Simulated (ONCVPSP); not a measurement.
# N, ONCV: configuration errors across variants

nitrogen (N), optimised norm-conserving Vanderbilt (ONCV), made with ONCVPSP 4.0.1 (PBE, scalar-relativistic). Core [He], reference 2s2 2p3. Waves: 2s: rc 0.75 bohr, ncon 4, nbas 8, qcut 9.2 1/bohr, local; 2p: rc 1.85 bohr, ncon 4, nbas 7, qcut 7.1 1/bohr, 1 projector; d scattering state at 0.29 Ha: rc 1.90 bohr, ncon 5, nbas 9, qcut 6 1/bohr, 2 projectors, debl 2.3 Ha. Local part: the s channel. Core correction: none.

All-electron excitation energies from the reference (eV): (1) 2s2 2p2 13.591; (2) 2s2 2p1 42.445; (3) 2s2 2p0 89.527; (4) 2s1 2p3 25.372.

Errors AE − PS in meV (a dash: test not solved or not reliable):

```csv
change,(1),(2),(3),(4),bound ghosts,GHOST(+) flags above zero
base,+30,+305,+1336,-59,none,none
"d: ncon 4, nbas 8",+30,+305,+1336,-59,none,none
s: nbas 9,+30,+305,+1336,-59,none,none
"s: nproj 1; local potential polynomial inside 0.60 bohr (lpopt 5, dvloc0 -1 Ha)",+31,+310,+1358,-58,none,d
```

**Question.** Give the same row for: s: qcut 12.8.

**Answer.** +31, +310, +1361, -57; bound ghosts: none; GHOST(+) flags above zero: none.
